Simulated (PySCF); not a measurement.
Compound: C3H13PSi3.
Bonds: C1–C2 (double), C2–C3, C2–Si4, Si4–P5, P5–Si6, P5–Si7. Hydrogens: H8, H9 on C1; H10, H11, H12 on C3; H13, H14 on Si4; H15, H16, H17 on Si6; H18, H19, H20 on Si7.

The same species was optimised twice, with GFN2-xTB and with PBE0-D3(BJ)/def2-SVP (PySCF), and the same property calculations (PySCF, gas phase) were run on both structures.

```
       coordinate  GFN2-xTB  PBE0-D3(BJ)/def2-SVP  change
       P5–Si6 (Å)     2.220                 2.257  +0.037
       P5–Si7 (Å)     2.223                 2.259  +0.036
       Si4–P5 (Å)     2.228                 2.261  +0.033
        C1=C2 (Å)     1.326                 1.340  +0.014
       C2–Si4 (Å)     1.887                 1.881  -0.006
        C2–C3 (Å)     1.497                 1.503  +0.006
   Si6–P5–Si7 (°)     102.2                  97.5    -4.7
   Si4–P5–Si7 (°)     102.1                  97.4    -4.7
   Si4–P5–Si6 (°)     100.4                  97.1    -3.3
    C1–C2–Si4 (°)     121.8                 120.4    -1.4
    C3–C2–Si4 (°)     116.1                 117.0    +0.9
    C2–Si4–P5 (°)     109.1                 109.9    +0.8
     C1–C2–C3 (°)     122.1                 122.6    +0.5
 C1–C2–Si4–P5 (°)        -6                    -8      -2
C2–Si4–P5–Si6 (°)       178                  -178      +4
```

Rotational constants: A = 1820, B = 695.6, C = 571.2 MHz (GFN2-xTB) against A = 1819, B = 688.0, C = 578.8 MHz (PBE0-D3(BJ)/def2-SVP). Point groups within 0.08 Å: C1 and C1.

On the GFN2-xTB structure: HOMO (eV) -7.04 [PBE0/pcSseg-1]; LUMO (eV) -0.31 [PBE0/pcSseg-1]; dipole (D) 1.16 [PBE0/pcSseg-1]; GIAO shielding of C1 (ppm) 48.2 [PBE0/pcSseg-1]; GIAO shielding of C2 (ppm) 41.3 [PBE0/pcSseg-1]; GIAO shielding of C3 (ppm) 159.6 [PBE0/pcSseg-1]; GIAO shielding of Si4 (ppm) 392.6 [PBE0/pcSseg-1]; GIAO shielding of P5 (ppm) 692.0 [PBE0/pcSseg-1]; GIAO shielding of Si6/Si7 (mean) (ppm) 428.3 [PBE0/pcSseg-1].

Question: What do these properties become on the PBE0-D3(BJ)/def2-SVP structure?

Answer: 
```
                                    property          level  on GFN2-xTB  on PBE0-D3(BJ)/def2-SVP  change
                                   HOMO (eV)  PBE0/pcSseg-1        -7.04                    -7.30   -0.26
                                   LUMO (eV)  PBE0/pcSseg-1        -0.31                    -0.46   -0.15
                                  dipole (D)  PBE0/pcSseg-1         1.16                     1.26   +0.10
energy, GFN2-xTB geometry as zero (kcal/mol)  PBE0/pcSseg-1          0.0                     -2.1    -2.1
                  GIAO shielding of C1 (ppm)  PBE0/pcSseg-1         48.2                     44.0    -4.2
                  GIAO shielding of C2 (ppm)  PBE0/pcSseg-1         41.3                     38.8    -2.5
                  GIAO shielding of C3 (ppm)  PBE0/pcSseg-1        159.6                    157.9    -1.7
                 GIAO shielding of Si4 (ppm)  PBE0/pcSseg-1        392.6                    383.9    -8.7
                  GIAO shielding of P5 (ppm)  PBE0/pcSseg-1        692.0                    682.2    -9.8
      GIAO shielding of Si6/Si7 (mean) (ppm)  PBE0/pcSseg-1        428.3                    418.6    -9.7
```

The heavy atoms differ by 0.073 Å rms after alignment. Among bonds between heavy atoms P5–Si6 and P5–Si7 change most and about equally (+0.036 to +0.037 Å). Changes are differences of the printed values. Neither structure is proved a minimum here.

The values belong to the conformer `[CH2:1]=[C:2]([CH3:3])[SiH2:4][P:5]([SiH3:6])[SiH3:7]`: C1–C2–Si4–P5 -8°, C2–Si4–P5–Si6 -178°.
